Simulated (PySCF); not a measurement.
input.py for BeI

File input.py (PySCF 2.14):

```python
from pyscf import gto, scf

mol = gto.M(
    atom='Be 0 0 0; I 0 0 2.428',
    basis='x2c-svpall',
    charge=0,
    spin=1,
    verbose=4,
)
mf = scf.UHF(mol)
mf = mf.sfx2c1e()
mf.kernel()
mf.analyze()
print('orbital energies (hartree):', [e[max(0, n-3):n+3].round(4) for e, n in zip(mf.mo_energy, mol.nelec)])
```

```bash
$ OMP_NUM_THREADS=1 python input.py
```

Output (some set-up lines and the per-cycle HOMO/LUMO lines with their warnings removed):

```
PySCF version 2.14.0

[INPUT] Symbol           X                Y                Z      unit          X                Y                Z       unit  Magmom
[INPUT]  1 Be     0.000000000000   0.000000000000   0.000000000000 AA    0.000000000000   0.000000000000   0.000000000000 Bohr   0.0
[INPUT]  2 I      0.000000000000   0.000000000000   2.428000000000 AA    0.000000000000   0.000000000000   4.588255030444 Bohr   0.0

nuclear repulsion = 46.2049294542998
number of shells = 5
number of NR pGTOs = 124
number of NR cGTOs = 45
basis = x2c-svpall
ecp = {}

******** <class 'pyscf.x2c.sfx2c1e.sfX2C1eUHF'> ********
method = sfX2C1eUHF
initial guess = minao
damping factor = 0
level_shift factor = 0
DIIS = <class 'pyscf.scf.diis.CDIIS'>
SCF conv_tol = 1e-09
SCF max_cycles = 50
number electrons alpha = 29  beta = 28

******** <class 'pyscf.x2c.sfx2c1e.SpinFreeX2CHelper'> ********
approx = 1e
xuncontract = 1
init E= -7126.61793397479

cycle= 1 E= -7126.66327706198  delta_E= -0.0453  |g|= 0.143  |ddm|= 1.07
cycle= 2 E= -7126.69667794772  delta_E= -0.0334  |g|= 0.073  |ddm|= 0.469
cycle= 3 E= -7126.70431647319  delta_E= -0.00764  |g|= 0.0331  |ddm|= 0.173
cycle= 4 E= -7126.70856580924  delta_E= -0.00425  |g|= 0.0101  |ddm|= 0.196
cycle= 5 E= -7126.70892665733  delta_E= -0.000361  |g|= 0.00475  |ddm|= 0.0533
cycle= 6 E= -7126.70902226291  delta_E= -9.56e-05  |g|= 0.00222  |ddm|= 0.0276
cycle= 7 E= -7126.70904656572  delta_E= -2.43e-05  |g|= 0.000578  |ddm|= 0.0169
cycle= 8 E= -7126.70904796051  delta_E= -1.39e-06  |g|= 0.00013  |ddm|= 0.00412
cycle= 9 E= -7126.70904802518  delta_E= -6.47e-08  |g|= 3.27e-05  |ddm|= 0.000881
cycle= 10 E= -7126.70904802874  delta_E= -3.56e-09  |g|= 1.24e-05  |ddm|= 0.000181
cycle= 11 E= -7126.70904802934  delta_E= -5.94e-10  |g|= 5.46e-06  |ddm|= 5.95e-05
Extra cycle  E= -7126.7090480294  delta_E= -6.37e-11  |g|= 3.02e-06  |ddm|= 1.49e-05
converged SCF energy = -7126.7090480294  <S^2> = 0.75394843  2S+1 = 2.0039445
**** SCF Summaries ****
Total Energy =                       -7126.709048029399128
Nuclear Repulsion Energy =              46.204929454299837
One-electron Energy =                -9862.471982700502849
Two-electron Energy =                 2689.558005216803849
Two-electron Coulomb Energy =         2872.551087075208216
DFT Exchange-Correlation Energy =     -182.993081858404366
**** MO energy ****
                             alpha | beta                alpha | beta
[18 lines left out]
MO #19  energy= -4.80480796513604  | -4.78194678057578  occ= 1 | 1
MO #20  energy= -2.280425352315    | -2.27922475762659  occ= 1 | 1
MO #21  energy= -2.27717283755002  | -2.27620230780426  occ= 1 | 1
MO #22  energy= -2.27717283749384  | -2.27620230774804  occ= 1 | 1
MO #23  energy= -2.26984983052762  | -2.26988953839888  occ= 1 | 1
MO #24  energy= -2.26984983051256  | -2.26988953838374  occ= 1 | 1
MO #25  energy= -0.870679739602224 | -0.863846015097942 occ= 1 | 1
MO #26  energy= -0.452376479443152 | -0.427436660060715 occ= 1 | 1
MO #27  energy= -0.364952573717349 | -0.364856700155409 occ= 1 | 1
MO #28  energy= -0.364952573710542 | -0.36485670014872  occ= 1 | 1
MO #29  energy= -0.337817711572679 | 0.00902834773697592 occ= 1 | 0
MO #30  energy= 0.0322091285035228 | 0.0733119519677319 occ= 0 | 0
MO #31  energy= 0.0322091285187779 | 0.0733119519872576 occ= 0 | 0
MO #32  energy= 0.127286203526049  | 0.159071369410381  occ= 0 | 0
[13 lines left out]

To work with the spin densities directly, `use mulliken_meta_spin()` only printing them here.

 ** Mulliken spin pop alpha/beta on meta-lowdin orthogonal AOs **
 ** Mulliken Spin Density (per AO)  **
 ** Mulliken Spin Density (per atom)  **
spin density of  0 Be =      0.85703
spin density of  1 I =      0.14297
 ** Mulliken pop alpha/beta on meta-lowdin orthogonal AOs **
 ** Mulliken pop       alpha | beta **
pop of  0 Be 1s        1.00000 | 0.99999
pop of  0 Be 2s        0.88635 | 0.19167
pop of  0 Be 3s        0.00541 | 0.00233
pop of  0 Be 2px       0.01571 | 0.00963
pop of  0 Be 2py       0.01571 | 0.00963
pop of  0 Be 2pz       0.16985 | 0.02375
pop of  0 Be 3px       0.00004 | 0.00004
pop of  0 Be 3py       0.00004 | 0.00004
pop of  0 Be 3pz       0.00795 | 0.00695
pop of  1 I 1s        1.00000 | 1.00000
pop of  1 I 2s        1.00000 | 1.00000
pop of  1 I 3s        1.00000 | 1.00000
[33 lines left out]
In total            29.00000 | 28.00000
 ** Mulliken atomic charges   ( Nelec_alpha | Nelec_beta ) **
charge of  0Be =      0.65493  (     2.10105      1.24402 )
charge of  1I =     -0.65493  (    26.89895     26.75598 )
Dipole moment(X, Y, Z, Debye):  0.00000, -0.00000, -1.98380
orbital energies (hartree): [array([-0.365 , -0.365 , -0.3378,  0.0322,  0.0322,  0.1273]), array([-0.4274, -0.3649, -0.3649,  0.009 ,  0.0733,  0.0733])]
```

In short: E(SCF) = -7126.709048 Eh, 11 cycles, ⟨S²⟩ = 0.754, μz(SCF) = -1.98 D.

Hardware: Arm Neoverse N1, 1 thread, shared host. Wall time 2.6 s.

The bond length is a typed value, not an optimised one. No search for the lowest solution was made.
